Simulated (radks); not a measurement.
The bromine ion Br2+ inside a hard spherical wall (all orbitals vanish at R), configuration held at [Ar] 3d10 4s2 4p3 and not refilled when levels cross. Method: non-relativistic Kohn-Sham, PBE, spin-polarised, spherical densities, point nucleus; open shells are filled with parallel spins first; computed with a radial shooting solver on a logarithmic mesh with Libxc functionals. Eigenvalues in eV for spin up, with the zero of energy where the potential of the charges vanishes at infinity; a dash marks a level that is unbound or too diffuse for the functional's potential to be trusted. A positive occupied level is held by the wall or, in an anion where self-interaction has pushed it up, behind a barrier. The pressure on the wall is -dE/dV.

R (bohr),E (hartree),kinetic (hartree),e(3p),e(3d),e(4s),e(4p),"e(4d, empty)","e(5s, empty)",pressure (GPa)
free,-2572.56556,2571.117,-195.61,-92.294,-42.188,-29.401,-12.442,-12.214,0
15,-2572.56556,2571.117,-195.61,-92.294,-42.188,-29.401,-12.442,-12.214,< 0.0001
12,-2572.56556,2571.117,-195.61,-92.294,-42.188,-29.401,-12.442,-12.214,< 0.0001
10,-2572.56556,2571.117,-195.61,-92.294,-42.188,-29.401,-12.441,-12.206,< 0.0001
7,-2572.56551,2571.118,-195.61,-92.291,-42.186,-29.399,-12.365,-11.811,0.00548
6,-2572.56500,2571.125,-195.58,-92.266,-42.168,-29.379,-12.150,-10.889,0.0898
4,-2572.50129,2571.633,-194.19,-90.893,-41.176,-28.136,-8.547,1.198,21.4
2,-2566.64062,2594.064,-166.26,-63.236,-1.177,19.475,56.884,181.86,8470
